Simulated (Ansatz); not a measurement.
Isolated molecules relaxed with PBE0-D4/def2-TZVP in Ansatz; ΔE leaves out vibrations. CCSD(T)/CBS adds triple-zeta CCSD(T) − MP2 to the extrapolated MP2 energy (def2 sets, frozen cores). This one scheme is used for every species. Double bonds are as drawn, so ΔE can hold a change between cis and trans. Functionals use def2-TZVPP. B3LYP here is the variant with VWN-RPA as its local correlation; programs differ in this. For Ge outer-core shells are correlated without core-valence functions, which leaves a few kJ/mol of doubt a bond. Scalar relativity is left out up to krypton.

`[SiH3]/C=[CH]/[GeH3]` + H–F → `F/C=[CH]/[GeH3]` + SiH₄  (substitution at a C–Si bond)

```json
{"level": "PBE-D4", "ΔE (kJ/mol)": "52.8", "difference from CCSD(T)/CBS": "-17.5"}
{"level": "r2SCAN-D4", "ΔE (kJ/mol)": "50.6", "difference from CCSD(T)/CBS": "-19.7"}
{"level": "B3LYP-D4", "ΔE (kJ/mol)": "53.7", "difference from CCSD(T)/CBS": "-16.6"}
{"level": "ωB97X-V", "ΔE (kJ/mol)": "49.3", "difference from CCSD(T)/CBS": "-21.0"}
{"level": "ωB97M-V", "ΔE (kJ/mol)": "54.0", "difference from CCSD(T)/CBS": "-16.3"}
{"level": "r2SCAN", "ΔE (kJ/mol)": "48.9", "difference from CCSD(T)/CBS": "-21.4"}
{"level": "PBE0", "ΔE (kJ/mol)": "52.4", "difference from CCSD(T)/CBS": "-17.9"}
{"level": "HF/def2-TZVPP", "ΔE (kJ/mol)": "43.1", "difference from CCSD(T)/CBS": "-27.2"}
{"level": "MP2/def2-TZVPP", "ΔE (kJ/mol)": "73.6", "difference from CCSD(T)/CBS": "3.3"}
{"level": "SCS-MP2/def2-TZVPP", "ΔE (kJ/mol)": "64.6", "difference from CCSD(T)/CBS": "-5.7"}
{"level": "CCSD/def2-TZVPP", "ΔE (kJ/mol)": "61.6", "difference from CCSD(T)/CBS": "-8.7"}
{"level": "CCSD(T)/def2-TZVPP", "ΔE (kJ/mol)": "63.3", "difference from CCSD(T)/CBS": "-7.0"}
{"level": "MP2/def2-QZVPP", "ΔE (kJ/mol)": "77.6", "difference from CCSD(T)/CBS": "7.3"}
{"level": "HF/CBS(def2)", "ΔE (kJ/mol)": "43.3", "difference from CCSD(T)/CBS": "-27.0"}
{"level": "MP2/CBS(def2)", "ΔE (kJ/mol)": "80.6", "difference from CCSD(T)/CBS": "10.3"}
{"level": "CCSD/CBS(def2)", "ΔE (kJ/mol)": "68.6", "difference from CCSD(T)/CBS": "-1.7"}
{"level": "CCSD(T)/CBS", "ΔE (kJ/mol)": "70.3", "difference from CCSD(T)/CBS": "0"}
```

Largest T1 diagnostic among the species: 0.012.

In def2-TZVPP, CCSD(T) changes the Hartree–Fock value by +20.2 kJ/mol (the triples alone add +1.7 kJ/mol) and MP2 by +30.4 kJ/mol. From PBE to PBE0 (25 % exact exchange), in def2-TZVPP and without D4, ΔE moves by +5.5 kJ/mol.

CCSD(T)/CBS has its own doubt, a few kJ/mol and more with outer-core shells, so smaller differences from it don't rank the levels.
